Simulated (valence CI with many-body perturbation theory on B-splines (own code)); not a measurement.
**Energy levels of Sn**

Computed by valence CI with perturbative core correlation (CI+MBPT): four valence electrons over a frozen Dirac-Fock core [Kr] 4d10, a basis of 11 s, 11 p, 10 d, 8 f, 5 g, 2 h functions for each j, with the one-electron correlation potential Σ1 (screened to all orders), the two-electron term Σ2, the three-electron term Σ3, Breit, model QED; selected single and double excitations, second order for the rest, scaled by the run's own slope (own B-spline code, finite nucleus).

Set against measurement, 31 paired levels are off by 59 cm⁻¹ on average, the worst by 363. These come from a selection out of the NIST Handbook of Basic Atomic Spectroscopic Data. Levels without a partner in it may be off by more. Among the levels kept, up to 570 cm⁻¹ of a level comes from second order outside the variational space, and about a tenth of that is noise between levels of different J, which matters for small intervals.

Levels 46 to 90 of 116, with energies above the lowest level, (5s^2 5p1/2^2) J=0. "Leading %" is the weight of the configuration and term that name the level; weights of strongly mixed levels are sums over their largest components and can fall short. In the jj column 3d3/2^4 stands for four electrons in 3d with j = 3/2. Lifetimes count E1, E2, E3, M1 and M2 decay at the calculated energies, and are blank where another channel may lead or the interval is too uncertain; long ones can be off by a factor of two.

| No. | Configuration | Term | J | E (cm⁻¹) | Leading % | Lifetime | Leading jj |
| --- | --- | --- | --- | --- | --- | --- | --- |
| 46 | 4f5s²5p | ³F | 2 | 52231 | 44 | 59.8 ns | 4f5/2 5s^2 5p1/2 (92 %) |
| 47 | 5s²5p7s | ³P° | 2 | 52282 | 89 | 16.9 ns | 5s^2 5p3/2 7s (89 %) |
| 48 | 5s²5p7s | ¹P° | 1 | 52556 | 45 | 11.6 ns | 5s^2 5p3/2 7s (61 %) |
| 49 | 5s²5p8s | ³P° | 0 | 52757 | 90 | 38.7 ns | 5s^2 5p1/2 8s (90 %) |
| 50 | 5s²5p8s | ³P° | 1 | 52896 | 50 | 17.7 ns | 5s^2 5p1/2 8s (75 %) |
| 51 | 5s²5p7d | ³D° | 1 | 53483 | 22 | 16.1 ns | 5s^2 5p1/2 7d3/2 (34 %) |
| 52 | 5s²5p7d | ³D° | 2 | 53506 | 18 | 17.4 ns | 5s^2 5p1/2 7d5/2 (30 %) |
| 53 | 5s5p³ | ³D° | 3 | 53680 | 19 | 24.7 ns | 5s^2 5p1/2 7d5/2 (26 %) |
| 54 | 5s²5p8p | ³D | 1 | 53920 | 62 | 924 ns | 5s^2 5p1/2 8p1/2 (88 %) |
| 55 | 5s²5p8p | ³P | 1 | 54077 | 44 | 481 ns | 5s^2 5p1/2 8p3/2 (88 %) |
| 56 | 5s²5p8p | ³D | 2 | 54091 | 47 | 459 ns | 5s^2 5p1/2 8p3/2 (88 %) |
| 57 | 5s²5p7d | ³F° | 2 | 54096 | 48 | 120 ns | 5s^2 5p1/2 7d3/2 (76 %) |
| 58 | 5s²5p8p | ³P | 0 | 54116 | 62 | 375 ns | 5s^2 5p1/2 8p1/2 (88 %) |
| 59 | 5s²5p7d | ³F° | 3 | 54548 | 33 | 26.7 ns | 5s^2 5p1/2 7d5/2 (55 %) |
| 60 | 5s²5p7d | ³F° | 2 | 54621 | 17 | 27.6 ns | 5s^2 5p1/2 7d5/2 (35 %) |
| 61 | 5s²5p5g | ³H° | 5 | 54641 | 36 | 252 ns | 5s^2 5p1/2 5g9/2 (92 %) |
| 62 | 5s²5p5g | ³F° | 4 | 54661 | 53 | 249 ns | 5s^2 5p1/2 5g9/2 (90 %) |
| 63 | 5s²5p5g | ³H° | 4 | 54663 | 67 | 252 ns | 5s^2 5p1/2 5g7/2 (91 %) |
| 64 | 5s²5p5g | ³G° | 3 | 54679 | 38 | 199 ns | 5s^2 5p1/2 5g7/2 (91 %) |
| 65 | 5s²5p5f | ³G | 4 | 54696 | 38 | 116 ns | 5s^2 5p1/2 5f7/2 (92 %) |
| 66 | 5s²5p5f | ³D | 3 | 54710 | 47 | 114 ns | 5s^2 5p1/2 5f7/2 (83 %) |
| 67 | 5s²5p5f | ³G | 3 | 54721 | 67 | 101 ns | 5s^2 5p1/2 5f5/2 (87 %) |
| 68 | 5s²5p5f | ³F | 2 | 54725 | 42 | 116 ns | 5s^2 5p1/2 5f5/2 (90 %) |
| 69 | 5s²5p7p | ¹P | 1 | 54812 | 49 | 294 ns | 5s^2 5p3/2 7p3/2 (47 %) |
| 70 | 5s²5p7p | ³D | 3 | 54970 | 85 | 229 ns | 5s^2 5p3/2 7p3/2 (85 %) |
| 71 | 5s²5p9s | ³P° | 0 | 54982 | 90 | 65.4 ns | 5s^2 5p1/2 9s (90 %) |
| 72 | 5s²5p9s | ³P° | 1 | 55007 | 28 | 32.2 ns | 5s^2 5p1/2 9s (43 %) |
| 73 | 5s²5p7p | ³P | 2 | 55015 | 46 | 198 ns | 5s^2 5p3/2 7p1/2 (71 %) |
| 74 | 5s²5p9s | ³P° | 1 | 55053 | 32 | 19.0 ns | 5s^2 5p1/2 9s (47 %) |
| 75 | 5s²5p7p | ³S | 1 | 55190 | 61 | 168 ns | 5s^2 5p3/2 7p1/2 (51 %) |
| 76 | 5s²5p6d | ¹D° | 2 | 55236 | 32 | 35.2 ns | 5s^2 5p3/2 6d5/2 (64 %) |
| 77 | 5s²5p7p | ¹D | 2 | 55329 | 52 | 146 ns | 5s^2 5p3/2 7p3/2 (73 %) |
| 78 | 5s²5p6d | ³F° | 4 | 55372 | 85 | 87.5 ns | 5s^2 5p3/2 6d5/2 (85 %) |
| 79 | 5s²5p6d | ³P° | 0 | 55488 | 80 | 41.4 ns | 5s^2 5p3/2 6d3/2 (80 %) |
| 80 | 5s²5p9p | ³P | 0 | 55594 | 35 | 313 ns | 5s^2 5p1/2 9p1/2 (54 %) |
| 81 | 5s²5p6d | ³P° | 1 | 55633 | 43 | 31.6 ns | 5s^2 5p3/2 6d3/2 (41 %) |
| 82 | 5s²5p9p | ³D | 1 | 55648 | 68 |  | 5s^2 5p1/2 9p1/2 (89 %) |
| 83 | 5s²5p8d | ³F° | 3 | 55692 | 27 | 59.5 ns | 5s^2 5p1/2 8d5/2 (56 %) |
| 84 | 5s²5p9p | ³P | 1 | 55721 | 45 | 684 ns | 5s^2 5p1/2 9p3/2 (90 %) |
| 85 | 5s²5p8d | ³P° | 2 | 55727 | 27 | 45.4 ns | 5s^2 5p1/2 8d5/2 (58 %) |
| 86 | 5s²5p8d | ³F° | 2 | 55767 | 60 | 230 ns | 5s^2 5p1/2 8d3/2 (84 %) |
| 87 | 5s²5p9p | ³D | 2 | 55776 | 45 | 447 ns | 5s^2 5p1/2 9p3/2 (87 %) |
| 88 | 5s²5p7p | ¹S | 0 | 55956 | 36 | 185 ns | 5s^2 5p3/2 7p3/2 (48 %) |
| 89 | 5s²5p6f | ³G | 4 | 55995 | 37 | 213 ns | 5s^2 5p1/2 6f7/2 (90 %) |
| 90 | 5s²5p6g | ³H° | 5 | 56011 | 37 | 469 ns | 5s^2 5p1/2 6g9/2 (92 %) |

Where two levels of one J and parity lie close, their mixing, g and order are uncertain.
